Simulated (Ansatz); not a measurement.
Geometry optimisation, Ansatz 0.2.0, RKS CAM-B3LYP-D4/def2-SVP.

Input:

```yaml
crystal:
  periodic: [false, false, false]
  atoms:
    - { symbol: Sn, position_ang: [-0.033706, 0.0, -0.813011] }
    - { symbol: Cl, position_ang: [1.950459, 0.0, 2.196748] }
    - { symbol: H, position_ang: [2.341472, 0.0, 0.922427] }
    - { symbol: H, position_ang: [-1.232812, 1.269471, -0.518882] }
    - { symbol: H, position_ang: [-1.232812, -1.269471, -0.518882] }
basis:
  gaussian: { orbitals: def2-SVP }
hamiltonian:
  xc: cam_b3lyp
  dispersion: d4
relax:
  f_tol: 0.03
  max_steps: 50
output:
  orbitals: {}
```

Run as:

```bash
$ ansatz run input.yaml --threads 2 --pin off --max-ram 3072MiB --backend cpu --events-out ev --progress --plain --runs-dir out
```

Where does it end, and by what steps?

The forces met the threshold. After 7 steps the energy has fallen by 0.213 eV; Cl2 moved furthest, 0.80 Å.

```tsv
step	energy less start (eV)	largest force component (eV/Å)	accepted
0	0.0000	1.218	yes
1	-0.0371	1.142	yes
2	-0.0879	0.785	yes
3	-0.1582	0.352	yes
4	-0.1543	1.372	no
5	-0.1893	0.221	yes
6	-0.2085	0.090	yes
7	-0.2125	0.017	yes
```

```xyz
5
Properties=species:S:1:pos:R:3
Sn -0.054 0.000 -0.982
Cl 1.388 0.000 1.631
H 2.581 0.000 1.139
H -1.061 1.269 -0.260
H -1.061 -1.269 -0.260
```

Time of the run: 6.1 s on 2 threads of AMD EPYC 9R45 96-Core Processor (Zen 5), with other jobs on the host, peak memory 0.15 GiB.
